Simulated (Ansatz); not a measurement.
Wavefunction ladder for `C=[C](O)[GaH2]`

Z-matrix (Å, degrees):
```
C
C 1 1.337
H 1 1.087 2 121.9
H 1 1.082 2 120.0 3 -180.0
O 2 1.367 1 118.6 3 -0.0
Ga 2 1.961 1 119.2 3 -180.0
H 5 0.960 2 109.7 1 180.0
H 6 1.575 2 117.6 1 -180.0
H 6 1.562 2 119.3 1 0.1
```

Charge 0, multiplicity 1. Correlated methods include outer-core shells of Ga, which these sets cover unevenly. Scalar relativity is left out up to krypton. All single points use the PBE0-D4/def2-TZVP geometry. It is one conformer, not always the lowest. Frozen core, restricted reference, Ansatz.

```csv
basis,HF (Eh),MP2 corr.
def2-SVP,-2076.34066,-0.66722
def2-TZVPP,-2076.77136,-0.79453
def2-QZVPP,-2076.81919,-1.08237
```

Question: Estimate the CCSD correlation energy and the (T) correction in each basis where they were run (hartree).

Answer: 
```
     basis  CCSD corr.       (T)
  def2-SVP    -0.69177  -0.02307
def2-TZVPP    -0.81517  -0.03481
```
